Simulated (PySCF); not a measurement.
# Selenium: a sound run and one with changed settings

Sound run: Se [Ar] 3d10 4s2 4p4, Se+ [Ar] 3d10 4s2 4p3. Computed with PySCF 2.14 in cc-pVTZ-PP with ECP10MDF (5s4p3d1f, 39 functions), with a scalar-relativistic core potential. In the sound run the correlated levels freeze 3s2 3p6 3d10 outside the core potential. The sound run starts from symmetry-adapted Hartree-Fock orbitals and uses a fine grid where one is needed.

A second run was set up differently.

```tsv
species	method	sound run (hartree)	changed run (hartree)	converged
Se	MP2	-371.96232	-371.90704	yes
Se	CCSD(T)	-371.98470	-371.91595	yes
Se+	MP2	-371.62358	-371.56464	yes
Se+	CCSD(T)	-371.64077	-371.56948	yes
```

Ionisation energy of Se:

```csv
method,sound run (eV),changed run (eV)
UHF,8.549,8.549
MP2,9.218,9.317
SCS-MP2,9.283,9.481
CCSD,9.331,9.402
CCSD(T),9.359,9.428
```

**Question.** What was changed?
A. too few SCF iterations
B. a valence shell is frozen
C. minimal basis
D. basis contracted for another Hamiltonian

**Answer.** B. Freezing a valence shell removes pair correlation that changes on ionisation.
